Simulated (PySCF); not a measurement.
Question: What does the PBE0-D3(BJ)/def2-SVP structure of Si(CCH)Cl3, `C#C[Si](Cl)(Cl)Cl` look like in three dimensions?

Answer: 
```xyz
7
C2HCl3Si angstrom
Si     0.0080   -0.0175   -0.9883
C      0.0017   -0.0106    0.8203
C      0.0140   -0.0078    2.0360
H      0.0234   -0.0063    3.1124
Cl     1.9337   -0.0163   -1.6636
Cl    -0.9465    1.6411   -1.7007
Cl    -0.9426   -1.6846   -1.6847
```

Any rigid rotation of these coordinates is as good. Atoms count from 1 in this order. Si1 (silicon bonded to C and 3 Cl) is tetrahedral (angles from 109.0° to 110.1°). All 3 Cl–Si bonds measure 2.041 to 2.042 Å.

Bonds between heavy atoms (Å): Si1–C2 1.809, Si1–Cl5 2.041, Si1–Cl6 2.042, Si1–Cl7 2.042, C2–C3 1.216.

Method: PBE0-D3(BJ)/def2-SVP geometry optimisation, gas phase in PySCF.

Point group: C3v (every atom within 0.08 Å of its image). PBE0-D3(BJ)/def2-SVP frequencies: not computed here.
